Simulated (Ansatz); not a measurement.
Si(eta1-allyl)H3 (C3H8Si), relaxed as a singlet with RKS r2SCAN-D4/def2-SVP in Ansatz, starting from the GFN2-xTB geometry. Force threshold 0.02 eV/Å.

Another isomer (singlet) lies 0.34 eV lower at PBE0-D4/def2-TZVP; other spin states weren't run for this one.

Start:

```xyz
12

C    -0.6980   -0.3855    0.2252
C    -0.4191    0.9685   -0.3206
C    -0.2071    1.2369   -1.5968
Si    0.8283   -1.0880    1.1349
H    -1.5345   -0.3342    0.9246
H    -0.9840   -1.0611   -0.5821
H    -0.3669    1.7628    0.4135
H    -0.2504    0.4668   -2.3501
H     0.0123    2.2318   -1.9449
H     1.1587   -0.2236    2.2699
H     1.9580   -1.1429    0.2072
H     0.5029   -2.4315    1.6194
```

```json
{"step": "1", "energy (eV)": "-11110.6357", "largest force component (eV/Å)": "0.912", "SCF passes": "26"}
{"step": "2", "energy (eV)": "-11110.7037", "largest force component (eV/Å)": "0.264", "SCF passes": "30"}
{"step": "3", "energy (eV)": "-11110.7084", "largest force component (eV/Å)": "0.080", "SCF passes": "29"}
{"step": "4 (rejected)", "energy (eV)": "-11110.7075", "largest force component (eV/Å)": "0.209", "SCF passes": "29"}
{"step": "5", "energy (eV)": "-11110.7101", "largest force component (eV/Å)": "0.059", "SCF passes": "30"}
{"step": "6", "energy (eV)": "-11110.7108", "largest force component (eV/Å)": "0.063", "SCF passes": "30"}
{"step": "7", "energy (eV)": "-11110.7111", "largest force component (eV/Å)": "0.033", "SCF passes": "29"}
{"step": "8", "energy (eV)": "-11110.7113", "largest force component (eV/Å)": "0.008", "SCF passes": "30"}
```

Force components are those of the run's own axes.

End:

```tsv
atom	x (Å)	y (Å)	z (Å)
C1	-0.689	-0.402	0.207
C2	-0.430	0.972	-0.327
C3	-0.218	1.281	-1.613
Si4	0.811	-1.098	1.140
H5	-1.539	-0.398	0.913
H6	-0.943	-1.103	-0.607
H7	-0.381	1.776	0.422
H8	-0.253	0.517	-2.398
H9	-0.007	2.308	-1.923
H10	1.214	-0.160	2.232
H11	1.962	-1.271	0.205
H12	0.472	-2.423	1.747
```

By distances, no bond broke or formed. The bond that changes most is Si4–H12, from 1.46 to 1.50 Å (atoms count from 1).

No frequencies were taken in this run, so the end may be a saddle point.

Run time 25 s (2 threads of Arm Neoverse V1 on a shared host).
